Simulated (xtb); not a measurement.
C$_{4}$H$_{6}$F$_{2}$, singlet, at a GFN2-xTB geometry.

xtb was given this input:
```
$ xtb mol.xyz --gfn 2 --vipea --json

# file mol.xyz
12

C      1.66464376     0.07596798     0.76667042
C      0.67483047     0.39107029    -0.04264446
F      0.65355063     1.58505111    -0.68109376
C     -0.54017171    -0.42977971    -0.38046721
C     -1.79714813     0.13679934     0.27095397
F     -0.34428284    -1.72508535     0.04759314
H      1.67162151    -0.87393885     1.26621127
H      2.48420585     0.75004782     0.93582920
H     -0.65597881    -0.47869059    -1.47275106
H     -1.68395096     0.13171039     1.35261424
H     -1.95406054     1.15631962    -0.06958928
H     -2.65817333    -0.46948776     0.00211467
```

### Question
What is the computed vertical ionisation energy (with the method's empirical shift) (GFN2-xTB run with xtb)?

### Answer
10.14 eV

### Question
Predict the vertical electron affinity (with the method's empirical shift) from GFN2-xTB.

### Answer
-2.70 eV
